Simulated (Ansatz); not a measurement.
C5H8, SMILES `C=C=C(C)C` (charge 0, multiplicity 1).

All values below come from B3LYP/cc-pVTZ // B3LYP-D3(BJ)/def2-TZVP in Ansatz (a quantum-chemistry and plane-wave program).

Ansatz 0.2 input:
```yaml
crystal:
  periodic: [false, false, false]
  atoms:
    - { symbol: C, position_ang: [2.358241, 0.441492, -0.167592] }
    - { symbol: C, position_ang: [1.081449, 0.202431, -0.076921] }
    - { symbol: C, position_ang: [-0.197063, -0.036929, 0.013891] }
    - { symbol: C, position_ang: [-0.738779, -1.443161, 0.075232] }
    - { symbol: C, position_ang: [-1.211547, 1.078023, 0.063359] }
    - { symbol: H, position_ang: [2.977906, 0.561817, 0.715051] }
    - { symbol: H, position_ang: [2.852903, 0.529798, -1.12938] }
    - { symbol: H, position_ang: [-1.425585, -1.624371, -0.756933] }
    - { symbol: H, position_ang: [-1.306586, -1.59369, 0.998254] }
    - { symbol: H, position_ang: [0.05839, -2.182954, 0.034138] }
    - { symbol: H, position_ang: [-1.796874, 1.020987, 0.98595] }
    - { symbol: H, position_ang: [-1.915892, 0.990558, -0.769274] }
    - { symbol: H, position_ang: [-0.736564, 2.056001, 0.014227] }
basis:
  gaussian: { orbitals: cc-pVTZ }
hamiltonian:
  xc: b3lyp
```

Output:

```
Functional definition: B3LYP
1300 factors; their error is unknown
mean field evaluation 1: about -5304.9240 eV, gradient 6.9e1 eV
mean field evaluation 2: about -5301.0525 eV, gradient 7.6e1 eV
mean field evaluation 4: about -5316.1942 eV, gradient 6.8e0 eV
mean field evaluation 8: about -5316.3073 eV, gradient 9.5e-2 eV
mean field evaluation 16: about -5316.2918 eV, gradient 8.4e-6 eV
mean field -5316.29175307 eV, -195.3701184133 hartree, gradient 8.4e-6 eV, S^2 0.000000; 0 other end points of the search recorded, 0 dependent functions left out
reference -5316.29203709 eV, -195.3701288510 hartree; 19, 19 occupied and 243, 243 virtual orbitals, 1300 factors
Total energy: -5316.29203709 eV, -195.3701288510 hartree
```
